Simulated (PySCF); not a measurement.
# Electron affinity of Se by level of theory

Se⁻ [Ar] 3d10 4s2 4p5 (2P) → Se [Ar] 3d10 4s2 4p4 (3P), as a difference of total energies. Calculation: PySCF 2.14, in x2c-QZVPPall with one added diffuse shell each of s, p, d, f type (12s9p6d5f1g, 113 functions); scalar relativity by spin-free X2C-1e. Correlated levels: valence: [Ar] 3d10 frozen; valence and next inner shell: [Ne] frozen. The calculations carry no spin-orbit coupling.

| method | electron affinity (eV) | plus first-order spin-orbit estimate | error of that sum (eV) |
| --- | --- | --- | --- |
| UHF | 0.926 | 0.911 | -1.110 |
| LDA | 2.346 | 2.331 | +0.310 |
| PBE | 2.092 | 2.077 | +0.056 |
| PBE0 | 2.011 | 1.996 | -0.025 |
| r2SCAN | 2.057 | 2.042 | +0.021 |
| HSE06 | 2.045 | 2.030 | +0.009 |
| BLYP | 2.074 | 2.059 | +0.038 |
| TPSSh | 2.032 | 2.017 | -0.004 |
| MP2 (valence) | 1.910 | 1.895 | -0.126 |
| SCS-MP2 (valence) | 1.918 | 1.903 | -0.118 |
| MP2 (valence and next inner shell) | 1.941 | 1.926 | -0.095 |
| SCS-MP2 (valence and next inner shell) | 1.935 | 1.920 | -0.101 |

Reference: 2.021 eV (measured; photodetachment measurements, as compiled on the Wikipedia data page of electron affinities).

A first-order spin-orbit estimate (lowest level to lowest level, LS coupling) adds -0.015 eV.

Errors of the correlated levels include the incompleteness of this basis and the frozen core.

In the anion the highest occupied orbital energy is positive at LDA, PBE, PBE0, r2SCAN, HSE06, BLYP, TPSSh, a self-interaction effect; the basis confines that electron, and the energy difference can still be sensible.
